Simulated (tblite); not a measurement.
Isomers of C5H11ClO2S. Calculated harmonic vibrations of the isolated species, GFN2-xTB (tblite), most abundant isotopes, no scaling. Errors from tens to a few hundred cm⁻¹ against measured bands are possible. One conformer each.

Electronic energies: GFN2-xTB at the same geometries; isomer energies are rough at this level and their order can be wrong.

```json
{"SMILES": "CC[C@H](C)CS(=O)(=O)Cl", "electronic energy, lowest = 0 (kJ/mol)": "41.3"}
{"SMILES": "CC(C)[C@@H](C)S(=O)(=O)Cl", "electronic energy, lowest = 0 (kJ/mol)": "18.8"}
{"SMILES": "CC(C)(C)CS(=O)(=O)Cl", "electronic energy, lowest = 0 (kJ/mol)": "30.2"}
{"SMILES": "CCC(C)(C)S(=O)(=O)Cl", "electronic energy, lowest = 0 (kJ/mol)": "0.0"}
{"SMILES": "CC(C)CCS(=O)(=O)Cl", "electronic energy, lowest = 0 (kJ/mol)": "44.9"}
{"SMILES": "CCC[C@H](C)S(=O)(=O)Cl", "electronic energy, lowest = 0 (kJ/mol)": "24.8"}
```

**Question.** How do GFN2-xTB zero-point energies change the relative energies?

**Answer.** 
```tsv
SMILES	ZPE (kJ/mol)	of it from modes above 1550 cm⁻¹	electronic (kJ/mol)	with ZPE, lowest = 0 (kJ/mol)	lowest mode (cm⁻¹)	rings
CCC(C)(C)S(=O)(=O)Cl	417.2	199.4	0.0	0.0	50	0
CC(C)[C@@H](C)S(=O)(=O)Cl	418.0	199.5	18.8	19.6	34	0
CCC[C@H](C)S(=O)(=O)Cl	418.2	198.4	24.8	25.8	52	0
CC(C)(C)CS(=O)(=O)Cl	417.7	200.2	30.2	30.7	66	0
CC[C@H](C)CS(=O)(=O)Cl	418.3	199.0	41.3	42.4	43	0
CC(C)CCS(=O)(=O)Cl	417.9	198.7	44.9	45.6	31	0
```

The zero-point energies span 1.1 kJ/mol, from `CCC(C)(C)S(=O)(=O)Cl` to `CC[C@H](C)CS(=O)(=O)Cl`. The order is unchanged.

**Question.** What do entropy and thermal enthalpy add at 298.15 K and 1 bar (rigid rotor, harmonic oscillator, one conformer each)?

**Answer.** 
| SMILES | point group | symmetry number | S (J/(mol K)) | H − H(0) (kJ/mol) | ZPE + H − H(0) − TS (kJ/mol) |
| --- | --- | --- | --- | --- | --- |
| CCC(C)(C)S(=O)(=O)Cl | C1 | 1 | 434.2 | 32.73 | 320.5 |
| CC(C)[C@@H](C)S(=O)(=O)Cl | C1 | 1 | 440.8 | 32.70 | 319.3 |
| CCC[C@H](C)S(=O)(=O)Cl | C1 | 1 | 446.6 | 32.81 | 317.9 |
| CC(C)(C)CS(=O)(=O)Cl | C1 | 1 | 427.4 | 31.83 | 322.1 |
| CC[C@H](C)CS(=O)(=O)Cl | C1 | 1 | 444.6 | 32.44 | 318.2 |
| CC(C)CCS(=O)(=O)Cl | C1 | 1 | 448.3 | 32.48 | 316.7 |
